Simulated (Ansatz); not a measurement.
Basis-set series for Cl2GaH3Si, SMILES `[SiH3][Ga]([Cl])[Cl]`. Charge 0, multiplicity 1. Geometry: relaxed with PBE0-D4/def2-TZVP.

```xyz
7

Si   -0.4211   -0.1681   -1.0636
Ga    0.4364    0.1638    1.1479
Cl    2.1106    1.4395    1.5497
Cl   -0.3700   -0.7583    2.9043
H    -0.8857    1.1423   -1.5858
H    -1.5460   -1.1343   -1.0320
H     0.6759   -0.6848   -1.9207
```

| functional | basis | functions | energy (Eh) | HOMO (eV) | LUMO (eV) |
| --- | --- | --- | --- | --- | --- |
| PBE0-D4 | def2-SVP | 101 | -3135.36706 | -8.37 | -1.90 |
| PBE0-D4 | def2-TZVPP | 216 | -3136.03201 | -8.42 | -2.04 |
| ωB97M-V | def2-SVP | 101 | -3135.86574 | -10.34 | -0.08 |
| ωB97M-V | def2-TZVPP | 216 | -3136.52668 | -10.44 | -0.27 |

(1) Give the rows for def2-QZVPP. (An estimate is asked.)

Answers

(1) Computed: 
| functional | basis | functions | energy (Eh) | HOMO (eV) | LUMO (eV) |
| --- | --- | --- | --- | --- | --- |
| PBE0-D4 | def2-QZVPP | 389 | -3136.11180 | -8.45 | -2.08 |
| ωB97M-V | def2-QZVPP | 389 | -3136.60336 | -10.48 | -0.35 |

Scalar relativity is left out up to krypton.
